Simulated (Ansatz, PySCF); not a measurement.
C2Hf, SMILES [C]1[C][Hf]1 (connectivity only; charge and spin as stated), neutral, multiplicity 1.

Geometry optimised at PBE0-D3(BJ)/def2-TZVP. A frequency run showed that this geometry is not a minimum. The spin state was assumed, not searched. The def2 effective core potentials stand for the cores of Hf; spin–orbit coupling is left out.

Vertical ionisation energy (IE) and electron affinity (EA) in eV. Rows of orbital energies are one-electron estimates. Where ΔSCF, EOM or ADC give a negative EA the extra electron is unbound and the value depends on the basis.

```
level                                                                        IE    EA
-------------------------------------------------------------------------  ----  ----
−ε(HOMO), −ε(LUMO), PBE0/def2-TZVPD (PySCF)                                5.53  3.22
−ε(HOMO), −ε(LUMO), PBE/def2-TZVPD (PySCF)                                 4.63  4.14
ΔSCF, CAM-B3LYP/def2-TZVPD (Ansatz), final states of multiplicity 2 and 2  7.29  1.50
```

### Question
What vertical singlet–triplet gap does ΔSCF give with CAM-B3LYP/def2-TZVPD (Ansatz, a first-principles code) and with PBE/def2-TZVPD (Ansatz)? (Estimate from the structure and the level; the computed values follow.)

### Answer
0.06 and -0.08 eV (triplet above singlet where positive).
